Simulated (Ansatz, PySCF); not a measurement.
Reaction (SMILES): [Cl][Pb][Cl] → [Cl][Pb] + Cl atom (the Cl-Pb bond at the site shown breaks; other sites are not compared here)
Structures are relaxed separately at B3LYP-D3(BJ)/def2-TZVP in Ansatz (a program for electronic structure). A spin state is the lowest found, not a proven ground state.

Wanted: bond dissociation energy (enthalpy at 298 K, with B3LYP-D3(BJ) rigid-rotor harmonic-oscillator terms from PySCF), in kJ/mol. Correlated levels leave the core frozen unless marked. Open shells are spin-unrestricted. Spin-orbit coupling is left out. The frozen core is the preceding noble-gas configuration, with the filled d and f shells of earlier blocks. Past Kr the def2 sets carry scalar-relativistic core potentials. Basis-set limits of correlation are two-point, X^-3; Hartree-Fock from the larger set.

| level | program | bond dissociation energy (kJ/mol) |
|---|---|---|
| SVWN5/def2-TZVPD | Ansatz | 450.2 |
| r2SCAN-D4/def2-TZVPD | Ansatz + dftd4 | 390.7 |
| B97M-V/def2-TZVPD | Ansatz | 408.4 |
| B3LYP-D3(BJ)/def2-TZVPD | Ansatz + dftd3 | 380.3 |

Q: Estimate the value at CCSD(T)/CBS(def2-TZVPPD,def2-QZVPPD) as computed with Ansatz.

A: 384.1 kJ/mol
